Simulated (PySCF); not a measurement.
Mapped SMILES: `[CH3:1][S:2][c:3]1[cH:4][c:5]([CH3:6])[cH:7][c:8]([C:9]#[N:10])[cH:11]1` (H(Xn): hydrogen on atom n).

Geometry: PBE0-D3(BJ)/def2-SVP; GIAO absolute shieldings from PySCF 2.14, gas phase, non-relativistic, averaged over equivalent atoms.

At PBE0/pcSseg-1 (239 basis functions):
```
 atoms  σ (ppm)
    C3     35.4
    C5     39.8
    C7     51.0
   C11     51.5
    C4     55.3
    C9     60.2
    C8     66.3
    C6    161.2
    C1    167.5
    S2    488.5
   N10    -53.0
H(C11)    23.92
 H(C7)    24.08
 H(C4)    24.55
 H(C6)    28.87
 H(C1)    28.98
```

Task: Predict the values at wB97X-D/pcSseg-2 on the same geometry.

Result: 
| atoms | σ at wB97X-D/pcSseg-2 | change |
| --- | --- | --- |
| C3 | 27.0 | -8.4 |
| C5 | 31.7 | -8.1 |
| C7 | 44.8 | -6.2 |
| C11 | 45.6 | -5.9 |
| C4 | 48.9 | -6.4 |
| C9 | 57.0 | -3.2 |
| C8 | 58.6 | -7.7 |
| C6 | 161.0 | -0.2 |
| C1 | 167.3 | -0.2 |
| S2 | 475.2 | -13.3 |
| N10 | -51.5 | +1.5 |
| H(C11) | 23.80 | -0.12 |
| H(C7) | 23.96 | -0.12 |
| H(C4) | 24.24 | -0.31 |
| H(C6) | 28.97 | +0.10 |
| H(C1) | 29.04 | +0.06 |

The largest change is at S2 (sulfide sulfur). Cost: 529 basis functions. The order of the carbon signals is the same at both levels.
